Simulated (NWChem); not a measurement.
System: C₂H₂BrF; SMILES C=C(F)Br

Here is an NWChem input.

```
start job
memory heap 200 mb stack 900 mb global 1100 mb
geometry units angstroms noautosym nocenter noautoz
  C     -1.210565     1.633514     0.000000
  C     -0.077866     0.942427     0.000000
  F      1.111551     1.511021     0.000000
  Br     0.030446    -0.931338     0.000000
  H     -2.174056     1.127657     0.000000
  H     -1.165198     2.724322     0.000000
end
basis spherical
  * library 6-31g*
end
dft
  xc pbe0
  iterations 150
end
cosmo
  dielec 20.7
end
task dft energy
```

The geometry was optimised at PBE0/def2-SVP.

Level: PBE0/6-31G* with COSMO at NWChem's default radii, gas-phase geometry; the question gives the dielectric constant.

**Question.** What results follow from this input? (PBE0/6-31G* (spherical d), COSMO on the gas-phase geometry.) Quantities: electrostatic solvation energy (kcal/mol); dipole in solution (D).

**Answer.** 
```json
{
 "electrostatic solvation energy (kcal/mol)": "-1.8",
 "dipole in solution (D)": "1.59"
}
```
